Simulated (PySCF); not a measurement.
ClH₆NOSi₂, SMILES N[SiH2]O[SiH2]Cl. Atoms are numbered in the order given.

```xyz
11

Si     1.0482    -0.6456     0.8430
Cl     1.5323    -0.6438    -1.1915
O     -0.1151     0.4786     1.1266
Si    -1.4356     1.1100     0.2884
N     -2.1137     0.0209    -0.8560
H      2.2713    -0.2980     1.6016
H      0.5730    -2.0130     1.1702
H     -0.9569     2.3197    -0.4245
H     -2.4658     1.4172     1.3099
H     -1.5988    -0.2274    -1.6958
H     -2.7317    -0.7303    -0.5662
```

The structure is a stationary point at B3LYP-D3(BJ)/def2-SVP. The structure was generated by enumeration, and PubChem lists no compound with its InChIKey, so it may never have been made. One conformer was computed; it need not be the lowest.

Computed with HF/pcSseg-1 run with PySCF.

GIAO shieldings, no solvent; atoms listed in one row are averaged. δ = σ(ref) − σ: ²⁹Si against TMS (σ = 393.8 ppm); ³⁵Cl against HCl (σ = 958.2 ppm); ¹⁷O against H2O (σ = 333.0 ppm); ¹⁵N against NH3 (σ = 267.3 ppm); ¹H against TMS (σ = 31.99 ppm), references at their B3LYP-D3(BJ)/def2-TZVP geometries, non-relativistic (without spin–orbit terms, shifts of atoms bonded to Cl or Br come out too high).

Question: Estimate the chemical shifts. (The exact figures need the calculation; the answer reports its results.)

Answer: 
```csv
nucleus,atoms,count,δ (ppm)
²⁹Si,Si1,1,-26.6
²⁹Si,Si4,1,-37.3
³⁵Cl,Cl2,1,3.6
¹⁷O,O3,1,65.8
¹⁵N,N5,1,28.0
¹H,"H6, H7",2,5.10
¹H,H8,1,4.62
¹H,H9,1,4.49
¹H,"H10, H11",2,1.72
```
